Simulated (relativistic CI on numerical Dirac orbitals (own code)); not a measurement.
# Hyperfine structure of Cd V, mass number 111

Computed by Dirac-Coulomb-Breit CI, separate exchange-only KLI orbitals for each configuration, model QED (radiative potential, 1s self-energy scaled to tabulated hydrogen-like ionisation energies), valence Slater integrals scaled by 0.85, P86 correlation energy added to each configuration (own radial code, finite nucleus).

Configuration list (outside the closed core [Ar] 3d10 4s2): 4p⁶4d⁸, 4p⁶4d⁷5s, 4p⁶4d⁷4f, 4p⁶4d⁷5p, 4p⁵4d⁹, 4p⁶4d⁷5d, 4p⁶4d⁷6s, 4p⁶4d⁶5s², 4p⁶4d⁷6p, 4p⁶4d⁶5s5p, 4p⁶4d⁷6d, 4p⁶4d⁷5f, 4p⁶4d⁷5g, 4p⁴4d¹⁰, 4p⁶4d⁷6f, 4p⁶4d⁶5p². Levels of other configurations are missing.

Nuclear spin I = 1/2, μ = -0.594 μN (tables of Stone and Pyykkö). The electronic factors are computed for point nuclear moments, without core polarisation; leaving it out makes A of s and p electrons in near-neutral atoms 20 to 40 % too small, and it can dominate for d and f shells.

```
       Level   E (eV)  A (MHz)
  4p⁶4d⁸ ³F4   0.0000   -923.3
  4p⁶4d⁸ ³F3   0.6256    -1285
  4p⁶4d⁸ ³F2   0.8341    -1504
  4p⁶4d⁸ ³P2   1.6377    -1135
  4p⁶4d⁸ ³P1   2.2430    60.69
  4p⁶4d⁸ ¹D2   2.4374    -1535
  4p⁶4d⁸ ¹G4   2.8988    -1392
4p⁶4d⁷5s ⁵F5  18.8882    -3641
```

Levels with J = 0, under 50 % of one LS term, or S terms without an open s electron are left out. Small factors come from cancelling terms and can be off by tens of per cent or more.

At this charge configurations can still be misplaced by up to about 7 % of their energy.

Give the hyperfine levels of 4p⁶4d⁸ ³F4 relative to its centre of gravity.

With K = F(F + 1) − I(I + 1) − J(J + 1), E = AK/2: F = 7/2: 2308, F = 9/2: -1847 MHz.

LS names give the leading component of a level, which can be under half, so a name can repeat, a term be missing and a line seem to break the LS rules.
